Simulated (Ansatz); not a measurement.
Consider the redistribution: `[AlH2][O][SiH3]` + `CB(F)O[SiH3]` → `[SiH3][O][AlH][O][SiH3]` + `CBF`.

Gas-phase electronic energies from Ansatz, PBE0-D4/def2-TZVP geometries. CCSD(T)/CBS is the MP2 limit (def2-TZVPP, def2-QZVPP) plus CCSD(T) − MP2 in def2-TZVPP, frozen cores. This one scheme is used for every species. Each species was taken in one conformer, which may not be the lowest.

`[AlH2][O][SiH3]`:

```xyz
8

Al   -1.577    0.995   -0.129
O    -0.157    0.106    0.003
Si    1.211   -0.763    0.101
H    -1.542    2.514    0.300
H    -2.865    0.260   -0.673
H     1.301   -1.416    1.434
H     2.396    0.117   -0.083
H     1.233   -1.814   -0.951
```

`CB(F)O[SiH3]`:

Cartesian coordinates in Å:
```
C -1.662 0.111 1.232
B -0.509 -0.351 0.290
F -0.429 -1.645 -0.059
O 0.429 0.489 -0.201
Si 1.727 0.236 -1.201
H -1.626 -0.443 2.175
H -2.632 -0.121 0.783
H -1.624 1.178 1.451
H 2.677 -0.717 -0.577
H 2.378 1.554 -1.383
H 1.271 -0.290 -2.511
```

`[SiH3][O][AlH][O][SiH3]`:

Z-matrix (Å, degrees):
```
Si
O 1 1.626
H 1 1.488 2 110.7
H 1 1.486 2 109.7 3 120.1
H 1 1.487 2 109.8 3 -120.1
Al 2 1.677 1 163.4 3 13.3
O 6 1.677 2 119.8 1 1.1
H 6 1.564 2 120.1 1 -178.9
Si 7 1.626 6 163.2 2 0.9
H 9 1.487 7 109.8 6 -110.0
H 9 1.488 7 110.7 6 10.2
H 9 1.486 7 109.7 6 130.2
```

`CBF`:

```xyz
7

C     0.295    0.211   -0.585
B    -0.364   -0.264    0.739
F    -1.652   -0.575    0.778
H    -0.393    0.260   -1.430
H     1.128   -0.454   -0.840
H     0.751    1.197   -0.438
H     0.236   -0.375    1.775
```

```
                  species  CCSD/CBS(def2) energy (Eh)
        `[AlH2][O][SiH3]`                  -609.33797
           `CB(F)O[SiH3]`                  -530.63646
`[SiH3][O][AlH][O][SiH3]`                  -974.89739
                    `CBF`                  -165.08564
```

(1) Work out ΔE.

Largest T1 diagnostic among the species: 0.012.

Answers

(1) ΔE = (-974.89739) + (-165.08564) − (-609.33797) − (-530.63646) = -0.00860 Eh = -22.6 kJ/mol. CCSD(T)/CBS gives -22.0 kJ/mol.

At CCSD(T), def2-SVP lies +17.1 kJ/mol from the extrapolated value and def2-TZVPP +1.5 kJ/mol. Leaving LDA and LC-ωPBE aside and taking each functional with its dispersion term where it has one, the values, not all of them listed here, spread over 15.8 kJ/mol, from B2PLYP to B97M-V. LDA lies +9.1 kJ/mol from PBE without D4.
